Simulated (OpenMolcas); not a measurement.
An OpenMolcas run meant for Rh6+ (ANO-RCC-VDZ, DKH2; inactive shells 1s 2s 2p 3s 3p 3d 4s 4p; intended active space 3 electrons in 10 orbitals (4d 5d)). One step of its input:

```
&RASSCF
FileOrb=start.orb
Symmetry=1
Spin=4
nActEl=4 0 0
Inactive=9 9
Ras2=10 0
CIRoot=22 22 1
SDav=120
CIMx=300
Iter=99 100
PrWF=0.3
OrbListing=Nothing
MaxOrb=0
Atom
CIOnly
>>> COPY $Project.JobIph JOB001
```

Lines from the output:

```
--- SEWARD ---
Basis set label: RH.ANO-RCC...6S5P3D.

      Electronic valence basis set:
      ------------------
      Associated Effective Charge  45.000000 au
      Associated Actual Charge     45.000000 au
      Nuclear Model: Point charge

      Shell  nPrim  nBasis  Cartesian Spherical Contaminant
         s      21       6        X
         p      18       5        X
         d      13       3                 X
                  Relativistic Douglas-Kroll-Hess integrals:
                    - DKH order of Hamiltonian: 2
                    - DKH order of Properties : 0
                  Atomic mean-field integrals
--- RASSCF ---

 Nr of active orbitals     NAC=  10
 Spin degeneracy         ISPIN=   4
 There can be no such wave function.
 ************************************************
--- Stop Module: rasscf at  /rc=_RC_INPUT_ERROR_ ---
.####################.
.# User input error #.
.####################.
```

Q: What is wrong with the input?

A: nActEl holds one electron too many for this ion, which clashes with the multiplicity.
